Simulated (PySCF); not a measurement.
Precursor series Y OH-NH2. All species are isolated molecules in the gas phase. One relaxed conformer stands for each flexible species; it need not be the lowest.

The HOMO–LUMO gap from two functionals at the same geometries (TPSS-D3(BJ)/def2-SVP), both in PySCF: PBE-D3(BJ)/def2-TZVP and TPSSh-D3(BJ)/def2-TZVP. 

```json
[
 {"species": "0 of 3 OH replaced by NH2 ([Y(OH)3])", "PBE-D3(BJ)/def2-TZVP (eV)": "4.11"},
 {"species": "2 of 3 OH replaced by NH2 ([Y(OH)(NH2)2])", "PBE-D3(BJ)/def2-TZVP (eV)": "3.12"},
 {"species": "3 of 3 OH replaced by NH2 ([Y(NH2)3])", "PBE-D3(BJ)/def2-TZVP (eV)": "3.12"}
]
```

Q: What does TPSSh-D3(BJ)/def2-TZVP give for each?

A: 
- 0 of 3 OH replaced by NH2 ([Y(OH)3]): 5.37
- 2 of 3 OH replaced by NH2 ([Y(OH)(NH2)2]): 4.19
- 3 of 3 OH replaced by NH2 ([Y(NH2)3]): 4.18
Over these rows, drawn at random from the members with no instability flagged (it was tested for open shells, ions and some series alone), PBE minus TPSSh-D3(BJ): mean -1.13 eV, from -1.26 eV to -1.06 eV.
